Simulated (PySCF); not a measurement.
A run for PySCF: R-BP86/6-31G* on ClH2NSi (SMILES N[Si]Cl), a point of a torsion scan.

```python
from pyscf import gto, scf, dft, mp
from pyscf.data.elements import chemcore

mol = gto.M(
    atom='''
    N    -0.72423736   -0.05552413    0.16117843
    Si    0.73244050   -0.92275294    0.40344070
    Cl    1.50524174    0.22189151    1.96599560
    H    -0.82020731    0.93435996    0.34707187
    H    -1.41523742   -0.36962801   -0.50106014
    ''',
    basis='6-31g*',
    cart=True,
    charge=0, spin=0, verbose=3, max_memory=1800)
mf = dft.RKS(mol, xc='b88,p86')
mf.conv_tol = 1e-8
mf.max_cycle = 100
mf.kernel()
if not mf.converged:
    mf = mf.newton().run(mf.mo_coeff, mf.mo_occ)
```

The log:

```
converged SCF energy = -805.728201092697
```

The calculation finished and met its thresholds.

Cost: about 4 core-seconds (a rough figure).
